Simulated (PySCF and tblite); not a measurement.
Values are calculated unless marked as measured or tabulated.
C₄H₇BrN₂Si, numbered as in [NH2:1][SiH2:2][n:3]1[cH:4][cH:5][cH:6][c:7]1[Br:8].

Level: PBE0-D3(BJ)/def2-SVP (IEF-PCM, water)//GFN2-xTB, thermal terms from GFN2-xTB, symmetry numbers and mirror pairs counted. Conformers within 2.5 kcal/mol (GFN2-xTB free energy) were kept, 4 at most. Programs: PySCF with density fitting and tblite.

An NOE distance is ⟨r⁻⁶⟩^(−1/6) over all pairs of like atoms and, for the average, over conformers.

Torsions listed: H1–N1–Si2–N3, N1–Si2–N3–C4. Of a mirror pair one member is shown.

| conformer | shape | weight % |
| --- | --- | --- |
| 1 | 74°, 122° | 97.7 |
| 2 | 172°, 112° | 1.3 |
| 3 | 49°, 112° | 0.7 |
| 4 | -168°, -1° | 0.4 |

(1) Which H–H contacts under 3.5 Å would NOEs report (pairs on one atom left out) at 298.15 K?

(2) In a model where alignment follows shape alone (order matrix 0.0005 × (3G/tr G − 1)/2, G the second moments of the atom positions; splitting J + 2D), what are the one-bond C–H dipolar couplings D?

Results:

(1) 
| pair | in 1 (Å) | in 2 (Å) | in 3 (Å) | in 4 (Å) | average (Å) |
| --- | --- | --- | --- | --- | --- |
| H4 ··· H5 | 2.69 | 2.69 | 2.70 | 2.69 | 2.69 |
| H5 ··· H6 | 2.70 | 2.70 | 2.70 | 2.70 | 2.70 |
| H2 ··· H4 | 2.88 | 2.87 | 2.92 | 4.02 | 2.88 |
| H1 ··· H2 | 3.06 | 3.16 | 3.14 | 3.08 | 3.06 |

Longer pairs under the limit may be missing.

(2) H4 1.1 Hz (1.1 in conformer 1), H5 -4.4 Hz (-4.4 in conformer 1), H6 -1.8 Hz (-1.8 in conformer 1).


Conformer gaps in def2-SVP on xTB geometries can be 2 kcal/mol too large for S=O, P=O and other polar bonds.